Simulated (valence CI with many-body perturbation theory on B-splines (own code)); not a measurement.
## Hyperfine factors and g values of Ta XXXV

Calculated by relativistic CI+MBPT: three valence electrons over a frozen Dirac-Fock core [Kr], radial functions for each j: 7 s, 7 p, 8 d, 6 f, 4 g, 1 h, with the one-electron correlation potential Σ1, the two-electron term Σ2, the three-electron term Σ3, Breit, model QED; selected CI, second order for the rest, scaled by the run's own slope (own B-spline code, finite nucleus).

The last digits are not significant, and no measured levels were compared; by estimate large intervals hold to a few tenths of a per cent, small ones and those within an open d or f shell to about a per cent. The list stops below the first excitations out of the core.

A/g_I is the dipole constant over the nuclear g factor μ/I (μ in nuclear magnetons, uniformly magnetised nucleus), B/Q the quadrupole constant per barn. Both hold the static response of the core; the bare values leave it out. Large factors of s and p1/2 electrons are usually good to 5 to 10 %; those of open d and f shells near neutrality can be off by tens of per cent, and small factors of p3/2, d and f electrons come from cancelling terms and can be off by a factor of two or in sign, in half-filled shells by more. B is blank for J = 1/2, where it vanishes, and for nearly pure S terms. Energies count from the lowest level.

Levels are named by their leading jj configuration (3d3/2^4 stands for four electrons in 3d with j = 3/2), which in mixed levels can hold well under half, so a name can repeat and another be missing. Letters in brackets count levels of one name in rising energy.

```
                    Level  E (cm⁻¹)      g  A/g_I (MHz)  A/g_I bare  B/Q (MHz/b)  B/Q bare
          (4d3/2^3) J=3/2         0  0.681        25500       24500       -14800    -14300
(4d3/2^2 4d5/2) J=5/2 [a]    111260  1.052        14200       14000        -7930     -7680
    (4d3/2^2 4d5/2) J=3/2    130620  1.211        11000       11200        -3970     -3820
    (4d3/2^2 4d5/2) J=7/2    141120  1.060        15100       15000         4850      4640
    (4d3/2^2 4d5/2) J=9/2    144360  1.054        15800       15600        17100     16400
    (4d3/2^2 4d5/2) J=1/2    145950  1.870       -12500      -10600                       
(4d3/2^2 4d5/2) J=5/2 [b]    207570  1.315         8080        8530        24100     23100
(4d3/2 4d5/2^2) J=7/2 [a]    251460  1.099        11800       11700         -416      -413
    (4d3/2 4d5/2^2) J=9/2    264430  1.139        11900       12000         5500      5240
(4d3/2 4d5/2^2) J=3/2 [a]    278040  1.132        13300       13300       -15800    -15200
    (4d3/2 4d5/2^2) J=1/2    286660  1.459        -4830       -3960                       
(4d3/2 4d5/2^2) J=5/2 [a]    294020  1.236         4840        5160        21800     21000
   (4d3/2 4d5/2^2) J=11/2    294280  1.087        13600       13500        33700     32400
(4d3/2 4d5/2^2) J=5/2 [b]    314680  1.106        14200       14200        -7490     -7210
(4d3/2 4d5/2^2) J=7/2 [b]    320230  1.100        13900       13800         6950      6740
(4d3/2 4d5/2^2) J=3/2 [b]    372570  0.957        20900       20500        18600     17900
          (4d5/2^3) J=9/2    402660  1.150         9850        9940         3710      3580
          (4d5/2^3) J=3/2    445140  1.066        11900       11800         4200      4030
          (4d5/2^3) J=5/2    475560  1.161         9840        9960         3600      3460
```

Question: Take the isotope of mass number 181, with I = 7/2, μ = 2.365 μN and Q = 3.17 b. What is the hyperfine structure of (4d3/2^2 4d5/2) J=9/2?

Answer: From the table A = 10700 MHz, B = 54200 MHz. Shifts from the centre of gravity in MHz: F = 1: -181000, F = 2: -167000, F = 3: -145000, F = 4: -113000, F = 5: -67500, F = 6: -5850, F = 7: 75800, F = 8: 182000.
